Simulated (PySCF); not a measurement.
**Trend along the fifth-period p block: MS molecules**

HF with double-zeta basis sets in PySCF, for the lowest determinant that a PBE0 search found; no spin–orbit coupling. De refers to high-spin ground-configuration atoms. A positive dipole means M(−)S(+).

| M | basis | reference | state (unpaired electrons) | Re (Å) | ωe (cm⁻¹) | De (eV) | μ (D) |
| --- | --- | --- | --- | --- | --- | --- | --- |
| Sn | def2-SVP | RHF | singlet (closed shell) | 2.199 | 539 | 2.41 | -3.77 |
| Te | x2c-SVPall | UHF | triplet (π ↑↑) | 2.214 | 533 | 1.10 | -1.97 |
| I | def2-SVP | UHF | doublet (π ↑) | 2.376 | 379 | 0.53 | -0.42 |

The shortest bond is that of SnS (2.199 Å), the longest that of SI (2.376 Å). SnS is bound most strongly (2.41 eV) and SI least (0.53 eV).

The rows differ in basis set, which adds steps of its own.

The state changes along the series, so neighbouring rows are not always alike in their bonding.

Spin–orbit coupling is left out, which matters for elements this heavy, above all for dissociation energies. Where the molecule has an RHF reference, its open-shell atoms are computed with UHF. Hartree–Fock leaves out correlation, which carries a large part of most bond energies and some tenths to 1 eV of ionisation energies. States were picked by a PBE0 search and need not be the measured ground states.
